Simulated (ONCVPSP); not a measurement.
W (Z = 74): one change to an ONCV potential, before and after

ONCVPSP 4.0.1 input, shortened (lines: element, Z, core and valence counts, functional; n l f; lmax; l rc ep ncon nbas qcut; lloc lpopt rc5 dvloc0; l nproj debl; icmod fcfact rcfact), PBEsol, scalar-relativistic:

```
  W 74.00   10    5  -116133      upf
    1    0    2.00
    2    0    2.00
    2    1    6.00
    3    0    2.00
    3    1    6.00
    3    2   10.00
    4    0    2.00
    4    1    6.00
    4    2   10.00
    4    3   14.00
    5    0    2.00
    5    1    6.00
    5    2    4.00
    6    0    1.50
    6    1    0.50
    2
    0    1.75    0.00    4    9    8.20
    1    2.00    0.00    5    8    7.20
    2    2.45    0.00    4    9    7.50
    4    5    1.45    6.00
    0    2    3.90
    1    2    0.50
    2    1    1.90
    0    0.00    0.00
```

Change: core [Kr] 4d10, valence charge 28; reference 4f14 5s2 5p6 5d4; waves now 5s: rc 1.45 bohr, ncon 4, nbas 8, qcut 8 1/bohr, 2 projectors, debl 1.2 Ha; 5p: rc 1.55 bohr, ncon 3, nbas 7, qcut 9.2 1/bohr, 2 projectors, debl 0.4 Ha; 5d: rc 2.35 bohr, ncon 4, nbas 8, qcut 5.9 1/bohr, 3 projectors, debl 0.7 Ha; 4f: rc 0.95 bohr, ncon 4, nbas 8, qcut 18.9 1/bohr, 3 projectors, debl 2.4 Ha; local potential polynomial inside 0.95 bohr (lpopt 2, dvloc0 0 Ha). In the s channel the program set the typed energies aside and used -3.498, 0.250 Ha. In the p channel the program set the typed energies aside and used -2.180, 0.250 Ha. In the d channel the program set the typed energies aside and used -0.732, 0.250, 0.950 Ha.

Cutoffs: the cutoffs (Ha) at which the residual kinetic energy of the hardest occupied pseudo-wave falls to 1 and 0.1 mHa per electron; they do not see the model core or the augmentation charge, which bear on the density cutoff. Errors are all-electron minus pseudo energies relative to the spin-unpolarised reference configuration.

Question: What does the change do?

Answer: The potential gets harder (22 Ha and 25 Ha → 152 Ha and 165 Ha); a bound ghost appears in d, which as a rule spoils a file. The added semicore shells are compact, so their waves need more plane waves. Several settings change at once here, so the effects cannot be laid on one of them.

```
                    quantity    base        changed
               cutoff, loose   22 Ha         152 Ha
               cutoff, tight   25 Ha         165 Ha
                bound ghosts    none              d
 GHOST(+) flags under 300 eV    none  s at 211.2 eV
tests with a reliable result  3 of 4         3 of 4
```

 A true bound ghost makes a file unfit for plane-wave use even where its test errors are small: the radial tests pick states by their node count and pass the ghost by.
